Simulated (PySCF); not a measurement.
(1R)-1-chloro-1-fluoro-2-methylpropane (C4H8ClF), SMILES CC(C)[C@H](F)Cl.

The structure is a stationary point at PBE0-D3(BJ)/def2-SVP. One conformer was computed; it need not be the lowest.

Computed with PBE0/def2-TZVP in PySCF.

```json
{
  "total_energy": "-716.96698 hartree",
  "highest_occupied_level": "-8.58 eV",
  "lowest_empty_level": "0.86 eV",
  "orbital_gap": "9.44 eV",
  "dipole_moment": "2.20 D",
  "quadrupole, principal values (traceless, Buckingham form, about the centre of nuclear charge)": "-3.21, -0.04, 3.25 D·Å",
  "mean_static_polarisability": "61.6 bohr³ (9.12 Å³)",
  "polarisability_principal_values": "57.9, 59.6, 67.1 bohr³"
}
```
